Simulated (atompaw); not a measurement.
# Pseudopotential generation for Sb (Z = 51): PAW (atompaw), PBE, scalar-relativistic.

| Item | Value |
| --- | --- |
| Element | antimony (Sb) |
| Generator | atompaw 4.2.0.5 |
| Type | PAW |
| Functional | PBE |
| Relativity | scalar-relativistic |
| Frozen core | [Kr] |
| Valence charge | 15 |
| Reference configuration | 4d10 5s2 5p3 |
| Partial waves | 5s (bound): rc 2.25 bohr; 5s channel at -0.4 Ry: rc 2.25 bohr; 5p (bound): rc 2.25 bohr; 5p channel at 4.85 Ry: rc 2.25 bohr; 4d (bound): rc 2.25 bohr; 4d channel at -2 Ry: rc 1.75 bohr |
| Local potential | bessel scheme, radius 1.70 bohr |
| Core correction | smooth core density matched at 1.90 bohr |
| Augmentation charge | sinc compensation charge, radius 1.95 bohr; PAW radius 2.25 bohr; waves and projectors: custom polynom vanderbiltortho |

All-electron outer shells of the reference configuration (PBE, scalar-relativistic, ld1.x):

```tsv
shell	level (eV)	outermost node (bohr)	outermost maximum (bohr)
4s	-148.83	0.39	0.73
4p	-101.79	0.39	0.76
4d	-33.51	0.38	0.84
5s	-12.83	0.95	1.90
5p	-4.83	1.04	2.35
```

Does the generator finish with these settings?

Yes, a potential is produced.

Estimate the cutoffs (Ry, on a coarse ladder) from which the occupation-weighted sum of valence levels, in a spherical-Bessel basis at the reference potential, stays within 10 and 1 mRy of its value at 400 Ry.

30 Ry and 45 Ry.

Does the potential have ghost states?

No extra level below or beside the all-electron valence levels (s, p, d, f tested).

Is the overlap operator S = 1 + Σ q|β⟩⟨β| positive definite (Bessel basis up to 400 Ry)?

Yes: its lowest eigenvalue is 0.10 (s channel).

Which valence shell sets the plane-wave cutoff?

4d: its level needs 30 Ry to come within 1 mRy, against 12 Ry for 5p.
